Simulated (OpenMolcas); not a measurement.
**What dynamic correlation does to the levels of Co4+**

| Item | Value |
| --- | --- |
| Program | OpenMolcas 26.06 |
| Basis | ANO-RCC-VQZP [7s6p4d3f2g1h] |
| Scalar Hamiltonian | DKH2, point nucleus |
| Active space | 11 electrons in 8 orbitals (RAS1 3p, at most 2 holes; RAS2 3d) |
| State averaging | 2S+1 = 6 even, 1 root; 2S+1 = 4 even, 24 roots; 2S+1 = 2 even, 53 roots |
| Spin-orbit coupling | RASSI with atomic mean-field integrals over the reference wave functions, term energies averaged over their components |

Methods on the same reference wave functions:
A. RASSCF
B. SS-RASPT2, IPEA 0.25 Eh, imaginary shift 0.1 Eh (closed shells correlated: 3s)
C. MS-RASPT2, IPEA 0.25 Eh, imaginary shift 0.1 Eh (closed shells correlated: 3s)

Energies in cm⁻¹ above 3d⁵ ⁶S_5/2, the measured ground level; measured values from Sugar and Corliss, J. Phys. Chem. Ref. Data 10, 1097 (1981).

```tsv
Level	A	B	C	Measured
3d⁵ ⁶S_5/2	0.0	0.0	0.0	0.0
3d⁵ ⁴G_5/2	43249	38350	38350	
3d⁵ ⁴G_7/2	43304	38400	38400	
3d⁵ ⁴G_11/2	43320	38410	38410	37218
3d⁵ ⁴G_9/2	43337	38430	38430	
3d⁵ ⁴P_5/2	44450	42420	42420	40753
3d⁵ ⁴P_3/2	44539	42540	42540	40891
3d⁵ ⁴P_1/2	44618	42670	42670	41024
3d⁵ ⁴D_7/2	51248	46370	46370	44709
3d⁵ ⁴D_1/2	51351	46500	46500	44908
3d⁵ ⁴D_3/2	51417	46630	46630	
3d⁵ ⁴D_5/2	51430	46660	46660	
3d⁵ ²D_5/2 [68 %]	63197	59490	59500	57083
3d⁵ ²I_11/2	63353	55800	55800	
3d⁵ ²I_13/2	63497	55920	55920	
3d⁵ ²D_3/2	64029	60300	60300	57823
3d⁵ ²F_7/2(1)	65809	61940	61820	59455
3d⁵ ⁴F_9/2	68141	62840	62840	60830
3d⁵ ⁴F_7/2	68192	62920	62940	60974
3d⁵ ⁴F_3/2	68387	63220	63220	
3d⁵ ²H_9/2	72835	66850	66850	64742
3d⁵ ²H_11/2	73233	67380	67380	65284
3d⁵ ²G_7/2	75999	68630	68630	66229
3d⁵ ²G_9/2	76284	69090	69090	66760
```

Deviations, from unrounded energies. A percentage is the sum of absolute deviations over the sum of measured energies, with the sign that they share, or ± where signs differ.

| Against measurement | Levels | A | B | C |
| --- | --- | --- | --- | --- |
| mean absolute deviation (cm-1) | 15 | 6600 | 2000 | 2000 |
| other terms of the ground configuration (%) | 15 | +12.2 | +3.7 | +3.7 |

B, C lie about equally close to measurement and A furthest from it. The largest miss of C in the table is 3d⁵ ²D_3/2, by +2500 cm-1. The ranking rests on the paired levels alone, and a cruder setting can come out closer through cancelling errors.

Between B and C the level of the table that moves most is 3d⁵ ²F_7/2(1), by 120 cm-1 (lowest in C, highest in B). Moves below CASPT2's spread within the term are not significant.

The two smallest mean deviations differ by little beside CASPT2's spread within terms, so their order carries little weight.

From A to B the spin-free energies of the other terms of 3d⁵ shown, above ⁶S, scale by factors of 0.88 to 0.96, as is usual when dynamic correlation screens the repulsion within a d or f shell.

The lowest spin-free term lies below A's lowest term by 0.400 hartree in B, 0.400 hartree in C.

Term energies are means over components that CASPT2 splits; among the terms shown or strongly mixed into the levels shown the widest spread is 670 cm-1 (3d⁵ ²I, C). Active for correlation alone: 3p; no level in the range computed is led by a configuration that opens it, so any true level of that kind is missing. Without dynamic correlation excited terms often stand tens of per cent too high (terms of higher spin than the ground term too low), and those without a measured partner can miss by more than the paired ones (holds for A). Some levels mix across a computed gap that differs much from the measured one, so their mixing is not that of the real levels (holds for A; C). Computed and measured levels are paired by configuration, term and J; levels that our copy of the source lacks, or whose pairing is in doubt (as where it misses far off the trend of its configuration), stay unpaired and out of the deviations. Only configurations of the active space appear. Levels that lie high or do not pair safely by name in every column are left out.

A share in square brackets marks a mixed level and gives the weight of the term that names it, the lowest over the columns. A number in round brackets counts repeated terms of one configuration in the order of the reference energies.
